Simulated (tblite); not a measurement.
Species: C5H7F3O2S.
SMILES with atom numbers: `[O:1]=[S:2](=[O:3])([CH:4]1[CH2:5][CH2:6][CH2:7]1)[C:8]([F:9])([F:10])[F:11]` (hydrogens: H12 on C4; H13, H14 on C5; H15, H16 on C6; H17, H18 on C7)

Structure optimised with GFN2-xTB, isolated species.

(1) List the bond lengths, angles and torsions at this level.

Answers

(1) 
```json
{"bond": "O1=S2, S2=O3", "length (pm)": "142.7", "order": "double"}
{"bond": "S2–C4", "length (pm)": "181.4", "order": "single"}
{"bond": "C4–C5, C4–C7", "length (pm)": "152.7", "order": "single"}
{"bond": "C5–C6, C6–C7", "length (pm)": "153.8", "order": "single"}
{"bond": "S2–C8", "length (pm)": "191.2", "order": "single"}
{"bond": "C8–F9, C8–F10", "length (pm)": "133.6", "order": "single"}
{"bond": "C8–F11", "length (pm)": "132.3", "order": "single"}
{"bond": "C4–H12", "length (pm)": "108.6", "order": "single"}
{"bond": "C5–H13, C7–H17", "length (pm)": "108.8", "order": "single"}
{"bond": "C5–H14, C7–H18", "length (pm)": "108.8", "order": "single"}
{"bond": "C6–H15", "length (pm)": "108.6", "order": "single"}
{"bond": "C6–H16", "length (pm)": "108.7", "order": "single"}
```

Bonds in one row agree within 1 pm and their mean is given. Orders are formal, as drawn. A selection of angles:
```json
{"angle": "O1–S2–O3", "degrees": "119.0"}
{"angle": "O1–S2–C4", "degrees": "110.6"}
{"angle": "O1–S2–C8", "degrees": "105.4"}
{"angle": "C4–S2–C8", "degrees": "102.7"}
{"angle": "S2–C4–C5", "degrees": "107.7"}
{"angle": "S2–C4–C7", "degrees": "111.0"}
{"angle": "S2–C4–H12", "degrees": "106.6"}
{"angle": "C5–C4–C7", "degrees": "90.2"}
{"angle": "C5–C4–H12", "degrees": "119.5"}
{"angle": "C7–C4–H12", "degrees": "120.8"}
{"angle": "C4–C5–C6", "degrees": "89.1"}
{"angle": "C4–C5–H13", "degrees": "113.0"}
{"angle": "C4–C5–H14", "degrees": "114.3"}
{"angle": "C6–C5–H13", "degrees": "113.9"}
{"angle": "C6–C5–H14", "degrees": "116.3"}
{"angle": "H13–C5–H14", "degrees": "109.2"}
{"angle": "C5–C6–C7", "degrees": "89.4"}
{"angle": "C5–C6–H15", "degrees": "112.7"}
{"angle": "C5–C6–H16", "degrees": "115.7"}
{"angle": "C7–C6–H15", "degrees": "112.4"}
{"angle": "H15–C6–H16", "degrees": "109.7"}
{"angle": "C4–C7–H18", "degrees": "115.0"}
{"angle": "S2–C8–F9", "degrees": "109.0"}
{"angle": "S2–C8–F10", "degrees": "111.0"}
{"angle": "F9–C8–F10", "degrees": "107.4"}
{"angle": "F9–C8–F11", "degrees": "108.7"}
```

Dihedral angles: O1–S2–C4–C5 72° (synclinal); S2–C4–C5–C6 101° (anticlinal); C4–C5–C6–C7 11° (synperiplanar); C5–C6–C7–C4 -11° (synperiplanar); O1–S2–C8–F9 69° (synclinal); S2–C4–C7–C6 -98° (anticlinal). The mirror-image conformer, all signs reversed, is as good.

S2 (sulfonyl sulfur) is distorted tetrahedral (angles from 102.7° to 119.0°). Of the pairs four or more bonds apart, F9···H12 is among the closest relative to their van der Waals radii: 2.60 Å, 97 % of the sum of Bondi's values. The C–S distances run from 1.814 Å (S2–C4, drawn single) to 1.912 Å (S2–C8, drawn single), a spread of 0.098 Å. The 4-membered ring C4–C5–C6–C7 has internal angles of 89.1° to 90.2°; it is puckered, 0.07 Å rms from its mean plane, widest ring torsion 11°.

Point group: C1 (no symmetry element, even within 0.4 Å). Its GFN2-xTB frequencies are all real (lowest 23 cm⁻¹). The numbers are those of one conformer. 2 starts were optimised and ended at 0.00 and 0.23 kcal/mol (GFN2-xTB); the lowest of these is shown.

The numbers are calculated, not measured.
